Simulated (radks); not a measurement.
Task: These are the eigenvalues of the occupied orbitals of an atom or ion with whole-number occupations (eV). Method: Dirac Kohn-Sham, LDA (Slater exchange, Perdew-Wang correlation), spin-unpolarised, spherical densities, point nucleus; computed with a radial shooting solver on a logarithmic mesh with Libxc functionals.

orbital  eigenvalue
1s1/2     -3517.300
2s1/2     -358.4142
2p1/2     -288.1039
2p3/2     -285.2196
3s1/2      -41.3563
3p1/2      -25.1529
3p3/2      -24.8793

Which element is it, and in what charge state? The configuration may be excited. Open shells, if any, are shared by 2j + 1.

Result: Z = 19, potassium, charge +1: K+ in [Ar]. The list shows which subshells hold electrons but not how many an open one holds; the 1s level, -129.26 hartree, gives Z - s = 16.1 by -(Z - s)^2/2, which with screening and relativity narrows Z to a few neighbours, and the depths of the outer levels then fix element, charge and occupations together.
